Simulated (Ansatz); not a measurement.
`[F][In][O][SiH3]` radical. The species carries charge 0 and has multiplicity 2. Correlated methods include outer-core shells of In, which these sets cover unevenly. In: def2 effective core potential.

```xyz
7

F     2.333   -0.747    1.822
In    2.187    0.741    0.551
O     0.472    0.859   -0.446
Si   -0.914   -0.012   -0.469
H    -1.831    0.596   -1.470
H    -0.662   -1.431   -0.850
H    -1.585   -0.007    0.861
```

Q: Give the diagnostics of a CCSD(T)/def2-TZVPP run (frozen core, Ansatz). (Estimate.)

A: Ansatz gave: T1 = 0.0189, largest single amplitude 0.057, largest double 0.024, (T) share of the correlation energy 3.2 %, 13 CCSD cycles. ⟨S²⟩ of the UHF reference is 0.755 against 0.75 for a pure state. T1 lies under the customary mark of 0.045 for open shells.
